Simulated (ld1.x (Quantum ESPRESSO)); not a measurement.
**Building the PAW potential for Er (Z = 68) (PBE, scalar-relativistic).**

Er, PAW, made with ld1.x (Quantum ESPRESSO) 7.5 (PBE, scalar-relativistic). Core [Kr] 4d10 4f11, reference 5s2 5p6 5d1 6s1 6p0 (charge +1). Waves: 5s (bound): rcut 1.60, rcutus 1.90 bohr; 6s (bound): rcut 1.60, rcutus 1.90 bohr; 5p (bound): rcut 1.95, rcutus 2.45 bohr; 6p (bound, empty): rcut 1.95, rcutus 2.45 bohr; 5d (bound): rcut 1.75, rcutus 1.90 bohr; 5d channel at 1.3 Ry: rcut 1.75, rcutus 1.90 bohr. Local part: all-electron potential smoothed inside 1.45 bohr (lloc = -1). Core correction: a·sin(br)/r model core, default radius (core density twice the valence density). Augmentation charge: BESSEL, radius 1.50 bohr.

All-electron outer shells of the reference configuration (PBE, scalar-relativistic, ld1.x):

```tsv
shell	level (eV)	outermost node (bohr)	outermost maximum (bohr)
5s	-62.59	0.60	1.10
5p	-36.32	0.65	1.26
4f	-16.04	–	0.51
6s	-9.80	1.48	3.02
5d	-8.12	0.73	1.83
6p	-5.90	1.79	3.93
```

Task: Is the overlap operator S = 1 + Σ q|β⟩⟨β| positive definite (Bessel basis up to 400 Ry)?

Result: No: its lowest eigenvalue is -60.856, in the s channel, so the generalised eigenproblem breaks down once the basis is large enough.

Task: Tests: 5s2 5p6 5d1 6s2 6p0; 5s2 5p6 5d1 6s0 6p0; 5s2 5p6 5d0 6s0 6p0; 5s2 5p6 5d1.5 6s1.5 6p0; 5s2 5p6 5d0 6s2 6p1; 5s2 5p6 5d1 6s0 6p2; 5s2 5p6 5d0 6s2 6p0. Which has the largest error in its energy relative to the reference configuration, and how large is it?

Result: 5s2 5p6 5d0 6s0 6p0, with -100 meV (all-electron minus pseudo) on +32.72 eV.

The ghost test of this file was not conclusive. Its overlap operator is not positive definite in a basis up to 400 Ry (lowest eigenvalue s -60.86, p -0.30), so the file is unfit for use: the generalised eigenproblem breaks down once the basis is large enough, and its test numbers describe a broken file.
